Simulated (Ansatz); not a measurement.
Two structures of GaNH₆S, singlet, reached by relaxing down either side of one saddle point (PBE0-D4/def2-TZVP). Energies are electronic, without zero-point energy. Ansatz 0.2.0; basis: def2-TZVPP and def2-QZVPP; cores frozen in the correlated methods. Filled d shells of the heavier atoms are correlated. The def2 sets are not built for correlating such inner shells, so the correlated values are less sure here. Extrapolation: Hartree–Fock as exp(−7.88 √X), correlation as X^−2.97. First:

Ga1  (-0.875, -0.598, 0.087)
N2  (-0.631, 1.239, -0.101)
H3  (-1.428, -1.359, -1.166)
H4  (-0.847, -1.164, 1.550)
H5  (1.649, 0.309, -0.590)
S6  (1.772, -1.028, -0.450)
H7  (-1.081, 1.699, -0.879)
H8  (-0.718, 1.819, 0.720)
H9  (2.158, -0.916, 0.831)
(Å)

Second:

```
atom    x (Å)    y (Å)    z (Å)
 Ga1  -0.4372  -0.9332   0.0429
  N2  -0.3434   1.2063  -0.1978
  H3  -1.3705  -1.2977  -1.1670
  H4  -0.8692  -1.0382   1.5504
  H5   0.5958   1.3721  -0.5479
  S6   1.7481  -1.3400  -0.3834
  H7  -1.0115   1.5695  -0.8680
  H8  -0.4550   1.7096   0.6748
  H9   2.1429  -1.2485   0.8961
```

(1) Which bonds change from the first to the second?

(2) Give the saddle point's structure and its height above each. (An estimate is asked for; the value comes from the calculation.)

The T1 diagnostic stays at or below 0.013.

Answers

(1) GaNH₄ ([NH2][GaH2]) + H₂S → GaH₃S ([SH][GaH2]) + NH₃ (still joined by a long Ga–N bond); bonds formed: N2–H5; dative contacts that become bonds: Ga1–S6; bonds broken: H5–S6; bonds weakened to dative contacts: Ga1–N2.

(2) The calculation gives: 3.31 kcal/mol above the first and 31.61 kcal/mol above the second (CCSD(T) at an estimated basis limit (MP2 extrapolated from triple and quadruple zeta, plus CCSD(T) − MP2 in triple zeta)).
| atom | x (Å) | y (Å) | z (Å) |
| --- | --- | --- | --- |
| Ga1 | -0.8086 | -0.7125 | 0.0800 |
| N2 | -0.4109 | 1.1565 | -0.1368 |
| H3 | -1.4768 | -1.3801 | -1.1660 |
| H4 | -0.8861 | -1.1965 | 1.5662 |
| H5 | 1.0967 | 0.4295 | -0.4325 |
| S6 | 1.7197 | -0.8720 | -0.4815 |
| H7 | -0.8521 | 1.6326 | -0.9127 |
| H8 | -0.4940 | 1.7438 | 0.6825 |
| H9 | 2.1120 | -0.8013 | 0.8007 |

Exchanges of this kind with a chalcogen hydride build sulfide and selenide films.

Labels in which every atom is bracketed show which atoms are joined, not bond orders.

For scale, one of the runs: CCSD(T)/def2-TZVPP, 205 basis functions, launched by `ansatz run in.yaml --threads 4 --pin off --events-out ev --progress --plain --max-ram 9574MiB`. Hardware: 4 CPU threads of an AMD EPYC, shared host. Wall time 110 s; peak host memory 2.6 GiB.
